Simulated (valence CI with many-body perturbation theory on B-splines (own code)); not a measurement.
**La XLIV: calculated level list**

Calculated by configuration interaction combined with many-body perturbation theory (CI+MBPT): four valence electrons over a frozen Dirac-Fock core [Ne], radial functions for each j: 9 s, 9 p, 8 d, 6 f, 3 g, 1 h, with the one-electron correlation potential Σ1 (screened to all orders), the two-electron term Σ2, the three-electron term Σ3, Breit, model QED; selected single and double excitations, second order for the rest (own B-spline code, finite nucleus).

The last digits are not significant, and no measured levels were compared; by estimate large intervals hold to a few tenths of a per cent, small ones and those within an open d or f shell to about a per cent.

Levels 1 to 37 of 37, with energies above the lowest level, (3s^2 3p1/2^2) J=0. "Leading %" is the weight of the configuration and term that name the level; weights of strongly mixed levels are sums over their largest components and can fall short. In the jj column 3d3/2^4 stands for four electrons in 3d with j = 3/2.

| No. | Configuration | Term | J | E (eV) | Leading % | g | Second component | Leading jj |
| --- | --- | --- | --- | --- | --- | --- | --- | --- |
| 1 | 3s²3p² | ³P | 0 | 0.00 | 71 |  | 28 % 3s²3p² ¹S | 3s^2 3p1/2^2 (99 %) |
| 2 | 3s²3p² | ³P | 1 | 96.67 | 99 | 1.494 |  | 3s^2 3p1/2 3p3/2 (99 %) |
| 3 | 3s²3p² | ¹D | 2 | 103.53 | 61 | 1.184 | 38 % 3s²3p² ³P | 3s^2 3p1/2 3p3/2 (98 %) |
| 4 | 3s²3p² | ³P | 2 | 205.17 | 61 | 1.302 | 38 % 3s²3p² ¹D | 3s^2 3p3/2^2 (98 %) |
| 5 | 3s3p³ | ³P° | 2 | 207.78 | 41 | 1.595 | 36 % 3s3p³ ⁵S° | 3s 3p1/2^2 3p3/2 (93 %) |
| 6 | 3s²3p² | ¹S | 0 | 220.06 | 70 |  | 28 % 3s²3p² ³P | 3s^2 3p3/2^2 (98 %) |
| 7 | 3s3p³ | ³D° | 1 | 228.92 | 39 | 0.988 | 19 % 3s3p³ ¹P° | 3s 3p1/2^2 3p3/2 (82 %) |
| 8 | 3s²3p3d | ³F° | 2 | 254.44 | 72 | 0.765 | 21 % 3s²3p3d ¹D° | 3s^2 3p1/2 3d3/2 (98 %) |
| 9 | 3s²3p3d | ³D° | 1 | 283.49 | 49 | 0.890 | 21 % 3s²3p3d ¹P° | 3s^2 3p1/2 3d3/2 (83 %) |
| 10 | 3s²3p3d | ³D° | 2 | 283.89 | 25 | 1.412 | 25 % 3s²3p3d ³P° | 3s^2 3p1/2 3d5/2 (62 %) |
| 11 | 3s²3p3d | ³F° | 3 | 288.30 | 48 | 1.154 | 23 % 3s²3p3d ³D° | 3s^2 3p1/2 3d5/2 (84 %) |
| 12 | 3s3p³ | ³D° | 2 | 309.36 | 42 | 1.357 | 19 % 3s3p³ ⁵S° | 3s 3p1/2 3p3/2^2 (60 %) |
| 13 | 3s3p³ | ³D° | 3 | 316.34 | 79 | 1.275 | 17 % 3s²3p3d ³F° | 3s 3p1/2 3p3/2^2 (79 %) |
| 14 | 3s3p³ | ³P° | 0 | 323.45 | 89 |  | 10 % 3s²3p3d ³P° | 3s 3p1/2 3p3/2^2 (89 %) |
| 15 | 3s3p³ | ³P° | 1 | 332.30 | 41 | 1.258 | 23 % 3s3p³ ³D° | 3s 3p1/2 3p3/2^2 (82 %) |
| 16 | 3s3p³ | ¹D° | 2 | 335.25 | 55 | 1.105 | 12 % 3s²3p3d ³D° | 3s 3p1/2 3p3/2^2 (71 %) |
| 17 | 3s3p³ | ³S° | 1 | 342.61 | 38 | 1.377 | 21 % 3s3p³ ¹P° | 3s 3p1/2 3p3/2^2 (92 %) |
| 18 | 3s3p²3d | ⁵F | 1 | 367.94 | 50 | 0.380 | 30 % 3s3p²3d ³D | 3s 3p1/2^2 3d3/2 (94 %) |
| 19 | 3s3p²3d | ⁵F | 2 | 372.39 | 27 | 1.173 | 20 % 3s3p²3d ³D | 3s 3p1/2^2 3d3/2 (89 %) |
| 20 | 3s²3p3d | ³F° | 3 | 378.90 | 34 | 1.132 | 32 % 3s²3p3d ¹F° | 3s^2 3p3/2 3d3/2 (85 %) |
| 21 | 3s²3p3d | ³D° | 2 | 378.95 | 42 | 1.058 | 19 % 3s²3p3d ¹D° | 3s^2 3p3/2 3d3/2 (75 %) |
| 22 | 3s²3p3d | ³P° | 1 | 379.62 | 49 | 1.141 | 32 % 3s²3p3d ³D° | 3s^2 3p3/2 3d3/2 (84 %) |
| 23 | 3s²3p3d | ³P° | 0 | 380.95 | 88 |  | 10 % 3s3p³ ³P° | 3s^2 3p3/2 3d3/2 (88 %) |
| 24 | 3s²3p3d | ³F° | 4 | 384.10 | 99 | 1.243 |  | 3s^2 3p3/2 3d5/2 (99 %) |
| 25 | 3s²3p3d | ³P° | 2 | 385.87 | 40 | 1.293 | 32 % 3s²3p3d ¹D° | 3s^2 3p3/2 3d5/2 (82 %) |
| 26 | 3s3p²3d | ⁵D | 3 | 400.02 | 26 | 1.371 | 24 % 3s3p²3d ³D | 3s 3p1/2^2 3d5/2 (91 %) |
| 27 | 3s3p²3d | ³F | 2 | 409.16 | 25 | 1.051 | 18 % 3s3p²3d ¹D | 3s 3p1/2^2 3d5/2 (80 %) |
| 28 | 3s²3p3d | ¹F° | 3 | 410.43 | 49 | 1.161 | 47 % 3s²3p3d ³D° | 3s^2 3p3/2 3d5/2 (88 %) |
| 29 | 3s²3p3d | ¹P° | 1 | 415.20 | 62 | 1.114 | 21 % 3s²3p3d ³P° | 3s^2 3p3/2 3d5/2 (90 %) |
| 30 | 3s3p³ | ³P° | 2 | 436.58 | 42 | 1.360 | 20 % 3s3p³ ¹D° | 3s 3p3/2^3 (81 %) |
| 31 | 3p⁴ | ³P | 2 | 445.35 | 28 | 1.146 | 14 % 3s3p²3d ³F | 3s 3p1/2 3p3/2 3d3/2 (46 %) |
| 32 | 3s3p²3d | ⁵D | 0 | 451.21 | 63 |  | 12 % 3s3p²3d ³P | 3s 3p1/2 3p3/2 3d3/2 (82 %) |
| 33 | 3s3p²3d | ⁵D | 1 | 453.63 | 56 | 1.199 | 20 % 3s3p²3d ⁵F | 3s 3p1/2 3p3/2 3d3/2 (97 %) |
| 34 | 3s3p²3d | ⁵F | 3 | 456.87 | 48 | 1.170 | 33 % 3s3p²3d ³F | 3s 3p1/2 3p3/2 3d3/2 (90 %) |
| 35 | 3s3p³ | ¹P° | 1 | 457.10 | 42 | 1.184 | 24 % 3s3p³ ³S° | 3s 3p3/2^3 (90 %) |
| 36 | 3s3p²3d | ⁵F | 2 | 457.46 | 31 | 1.185 | 16 % 3p⁴ ³P | 3s 3p1/2 3p3/2 3d3/2 (61 %) |
| 37 | 3p⁴ | ¹S | 0 | 461.28 | 35 |  | 24 % 3p⁴ ³P | 3p1/2^2 3p3/2^2 (59 %) |

The ionisation energy to 3s²3p ²P°1/2 of the next ion comes out as 3418.2 eV (NIST: 3416 ± 4 eV (theoretical)). All 37 levels together are meant to be complete up to 463.16 eV.
